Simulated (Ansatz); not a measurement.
Pulling on the Be1–Cl3 bond in BeClH (SMILES [BeH][Cl]) (multiplicity 1 held, fragments rigid). Energies count from the point at 1.806 Å.
Geometry at that point (charge 0, multiplicity 1):
| atom | x (Å) | y (Å) | z (Å) |
|---|---|---|---|
| Be | 0.0000 | 0.0000 | -1.3353 |
| H | 0.0000 | 0.0000 | -2.6579 |
| Cl | 0.0000 | 0.0000 | 0.4705 |

Unrestricted levels (U-) break spin symmetry where that is lower. Active spaces are followed from a long bond inwards. Curves can end on different states.

Frozen-core correlation.

Codes used: Ansatz (a program for electronic structure). Values without a source in brackets are computed.

Q: What is the computed energy at R = 5.779 Å (FIC-MRCISD+Q on CASSCF(6,4)/aug-cc-pV(D+d)Z)?

A: 129.0 kcal/mol

Q: What energy at R = 5.779 Å does U-CCSD(T)/aug-cc-pV(D+d)Z give?

A: 129.5 kcal/mol

Q: What is the computed energy at R = 5.779 Å (U-HF/aug-cc-pV(D+d)Z)?

A: 107.1 kcal/mol

Doubts at one or more of the structures used: a spin-contaminated determinant (U-HF/aug-cc-pV(D+d)Z, U-CCSD(T)/aug-cc-pV(D+d)Z); active orbitals that take no part (FIC-MRCISD+Q on CASSCF(6,4)/aug-cc-pV(D+d)Z).
